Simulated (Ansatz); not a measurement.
`BC` + `[CH3][GeH]([NH2])[F]` → `B[NH][GeH]([CH3])[F]` + CH₄ at 400 K and 1 bar (ligand exchange at a B–C bond).

Computed with Ansatz on PBE0-D4/def2-TZVP structures; ΔE is electronic, products minus reactants. CCSD(T)/CBS is the MP2 limit (def2-TZVPP, def2-QZVPP) plus CCSD(T) − MP2 in def2-TZVPP, frozen cores. This one scheme is used for every species. For Ge outer-core shells are correlated without core-valence functions, which leaves a few kJ/mol of doubt a bond. Scalar relativity is left out up to krypton. Each species was taken in one conformer, which may not be the lowest.

```csv
species,CCSD(T)/CBS energy (Eh),H − E (kJ/mol),S (J/(mol·K))
`BC`,-65.83255,164.9,265.6
`[CH3][GeH]([NH2])[F]`,-2272.33936,223.4,369.4
`B[NH][GeH]([CH3])[F]`,-2297.76421,261.4,405.5
CH₄,-40.46206,131.3,197.2
```

H − E and S are ideal-gas, rigid-rotor, harmonic terms from PBE0-D4/def2-TZVP, for one conformer and one mirror image of each species. 1 Eh = 2625.50 kJ/mol, R = 8.31446 J/(mol·K).

Task: By hand: ΔE, ΔH, ΔS and ΔG.

Result: ΔE = (-2297.76421) + (-40.46206) − (-65.83255) − (-2272.33936) = -0.05436 Eh = -142.7 kJ/mol. Δ(H − E) = 261.4 + 131.3 − 164.9 − 223.4 = 4.4, so ΔH = -138.3 kJ/mol. ΔS = 405.5 + 197.2 − 265.6 − 369.4 = -32.3 J/(mol·K). ΔG = -138.3 − 400 × (-32.3)/1000 = -125.4 kJ/mol.

Task: By hand: the equilibrium constant, and the temperature at which ΔG would vanish if ΔH and ΔS stayed fixed.

Result: log₁₀ K = −ΔG/(RT ln 10) = 16.4. ΔG = 0 at ΔH/ΔS = 4282 K, far beyond where these terms or the molecules hold.

ΔH outweighs TΔS. A doubt of 5 kJ/mol in ΔE shifts log₁₀ K by 0.7 here. Other conformers and mirror images would add mixing entropy, several J/(mol·K) or more a flexible species. Modes under 60 cm⁻¹, often nearly free rotors, make the harmonic entropy too high. These are equilibria of isolated gas molecules and say nothing of rates. Largest T1 diagnostic: 0.012 (customary marks: 0.02 for closed shells, 0.045 for open ones).
